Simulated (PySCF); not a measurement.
## Unknown compound

The spectra below were simulated for a compound C4H8O3Si.

1H NMR (300 MHz, computed): δ 6.63 (m, 1H), 6.17 (br s, 1H), 5.10 (t, 2H), 4.41 (m, 1H), 4.38 (m, 1H), 2.40 (t, 2H).

13C{1H} NMR (computed): δ 179.2 (C), 156.6 (CH), 94.7 (CH2), 21.3 (CH2).

PySCF 2.14 calculation with NMR shieldings at PBE0/pcSseg-1/GIAO and coordinates at the GFN2-xTB level; no solvent, non-relativistic, equivalent nuclei averaged, a single conformation.

Referencing at the same level of theory: 1H, 13C vs TMS.

Problem. Propose a structure and justify it.

Solution. 
Rings plus π bonds: 2 (no ring in the answer). 4 carbon signals for 4 carbons: no two carbons are equivalent. Carbon types of the structure: 1 × C, 1 × CH, 2 × CH2, leaving 3 H on heteroatoms. δC 179.2: carboxylic acid carbon; it is a carbonyl in resonance with an O or N lone pair, the region of acids, esters and amides. δC 156.6: alkene carbon bearing oxygen; an sp2 carbon further deshielded by the attached heteroatom. δC 94.7: β carbon of an enol-ether or enamine type C=C; the O or N lone pair pushes π density onto this β carbon and shields it. δH 6.63: hydrogen on an alkene carbon bearing oxygen; attached to an sp2 carbon and in the plane of the double bond. δH 6.17: hydrogen on an acid hydroxyl oxygen; exchangeable; this is the value without hydrogen bonding to other molecules. δH 4.41, 4.38: hydrogen on a β carbon of an enol-ether or enamine type C=C; lone-pair donation from O or N shields it, upfield of ordinary alkene protons. δH 2.40: hydrogen on an sp3 CH2 bonded to Si, α to a carbonyl; α to C=O.

These data were computed for `InChI=1S/C4H8O3Si/c1-2-7-8-3-4(5)6/h2H,1,3,8H2,(H,5,6)`.

The shifts were computed for this structure.

The OH or NH signal is concentration- and solvent-dependent in practice; the value given is the gas-phase one. Shifts are as computed. Against solution values, carbons near 30 ppm lie about +3 ppm off and those near 130 ppm about +5 ppm. Of 1211 compounds with measured shifts, 218 miss one by over three times the rms of a fit or turn the order of signals round; such compounds aren't used in these exercises. Hydrogen bonding in solution deshields acid and N–H amide carbonyl carbons by as much as 10 ppm beyond these values. No couplings were computed; multiplicities are counted from neighbouring protons, with m where these are inequivalent, close in shift, in a saturated or five-membered ring or joined by F or P, and br s for small geminal =CH2 splittings.
